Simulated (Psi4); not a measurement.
Relaxed torsion scan: SMILES CO[SiH2][SiH2]O, singlet. Scanned: dihedral C1–O2–Si3–Si4; all other coordinates were relaxed at GFN2-xTB. Points at φ and −φ are mirror images.

Geometry of the scan point at -120° (Å):
```
13

C      2.5690     0.1387    -0.4109
O      1.1804     0.1081    -0.3847
Si     0.1226    -0.2768     0.7919
Si    -1.0982    -2.0420     0.0026
O     -2.2903    -2.1007     1.1159
H      2.9019     1.1397    -0.6969
H      2.9339    -0.5805    -1.1487
H      2.9931    -0.1062     0.5651
H     -0.5947     0.9732     1.0859
H      0.8800    -0.5806     2.0235
H     -1.7079    -1.9212    -1.3336
H     -0.4362    -3.3618    -0.0426
H     -2.9859    -2.7516     1.0783
```

Calculation: DF-MP2 (frozen core)/cc-pVTZ // GFN2-xTB in Psi4 1.11.

Scanned values (°): -165, -150, -135, -120, -105, -90, -75, -60, -45, -30, -15, 0, 15, 30, 45, 60, 75, 90, 105, 120, 135, 150, 165, 180.

### Question
Locate the minima and the barriers on this grid.

### Answer
Lower than their neighbours: -60° (0.8 kcal/mol), 60° (0.8 kcal/mol), 180° (0.0 kcal/mol). Higher than their neighbours: -120° (1.3 kcal/mol), 0° (1.6 kcal/mol), 120° (1.3 kcal/mol). The whole profile spans 1.6 kcal/mol.
